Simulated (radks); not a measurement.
Excited configurations of Tm2+: one electron is placed in a higher orbital outside [Xe] 4f12. The ground configuration is [Xe] 4f13. All-electron calculation, scalar-relativistic Kohn-Sham, PBE, spin-unpolarised, spherical densities, point nucleus. Program: a radial shooting solver on a logarithmic mesh with Libxc functionals. Excitation = E - E(ground); binding = E(ion) - E, where the ion is the core of charge +3; n* = 3/sqrt(2 binding) in atomic units, and the quantum defect is n - n*.

| outer orbital | excitation (eV) | binding (eV) | n* | eigenvalue (eV) |
|---|---|---|---|---|
| 5f | 18.532 | 7.889 | 3.940 | -6.253 |
| 6p | 10.948 | 15.473 | 2.813 | -12.838 |
| 7s | 16.001 | 10.420 | 3.428 | -8.940 |
| 7p | 17.878 | 8.543 | 3.786 | -7.282 |
| 7f | 22.694 | 3.727 | 5.732 | -3.165 |

The Delta-SCF ionisation energy is 26.421 eV (NIST Atomic Spectra Database: 23.66 eV, semi-empirical). Self-interaction in the functional shifts the binding energies and quantum defects, so they are the method's values and not measured ones. Spin polarisation and multiplet splitting are left out, so open shells lie too high by an amount that depends on their filling. Spin-orbit splitting is averaged out at the scalar-relativistic level.

Beside tabulated values, note that spin-unpolarised runs miss the spin-polarisation part of the exchange energy of open shells.
